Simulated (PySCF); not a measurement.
## Peak assignment

Atom-mapped SMILES (the numbers label the heavy atoms): `[O:1]=[C:2]([OH:3])[c:4]1[cH:5][cH:6][cH:7][c:8]([F:9])[cH:10]1`; H(Xn) means a hydrogen on atom n.

In vacuum, a single conformation, non-relativistic. GFN2-xTB structure; shielding tensors at PBE0/pcSseg-1 (GIAO); PySCF 2.14.0 with density-fitted response routines.

Scale: 13C (186.93 ppm) and 1H (31.72 ppm) vs TMS (reference shieldings calculated alike).

(1) Assign these signals to the numbered atoms. 13C{1H} NMR (computed): δ 172.6, 169.9, 135.5, 135.4, 133.3, 126.9, 123.8.

(2) Assign these signals to the numbered atoms. 1H NMR (400 MHz, computed): δ 8.41 (d, 1H), 8.17 (m, 1H), 7.81 (m, 1H), 7.59 (m, 1H), 6.44 (br s, 1H).

## Answers

(1) 
| δ (ppm) | atoms | environment | reason |
| --- | --- | --- | --- |
| 172.6 | C8 | aromatic carbon bearing fluorine | an ipso carbon deshielded by its heteroatom |
| 169.9 | C2 | carboxylic acid carbon | lone-pair donation from the attached heteroatom keeps it upfield of a ketone carbonyl |
| 135.5 | C6 | aromatic CH | the aromatic region |
| 135.4 | C4 | substituted aromatic carbon | – |
| 133.3 | C5 | aromatic CH | the aromatic region |
| 126.9 | C7 | aromatic CH | – |
| 123.8 | C10 | aromatic CH | – |

C6 and C4 lie closer than the usual error of such a calculation, so a measured spectrum could show them in the other order.

(2) 
```tsv
δ (ppm)	atoms	environment	reason
8.41	H(C5)	hydrogen on an aromatic CH	ring current plus the deshielding of an ortho carbonyl group
8.17	H(C10)	hydrogen on an aromatic CH	–
7.81	H(C6)	hydrogen on an aromatic CH	–
7.59	H(C7)	hydrogen on an aromatic CH	–
6.44	H(O3)	hydrogen on an acid hydroxyl oxygen	exchangeable, gas-phase position
```

The OH or NH signal is concentration- and solvent-dependent in practice; the value given is the gas-phase one. Splittings by 19F in the carbon and heteronuclear signals aren't shown, as no couplings were computed. Shifts are as computed. Against solution values, carbons near 30 ppm lie about +3 ppm off and those near 130 ppm about +5 ppm. Of 1211 compounds with measured shifts, 218 miss one by over three times the rms of a fit or turn the order of signals round; such compounds aren't used in these exercises. The C=O carbon of an acid or of an amide with N–H lies up to 10 ppm further downfield in solution, through hydrogen bonding that the calculation lacks. No couplings were computed; multiplicities are counted from neighbouring protons, with m where these are inequivalent, close in shift, in a saturated or five-membered ring or joined by F or P, and br s for small geminal =CH2 splittings.
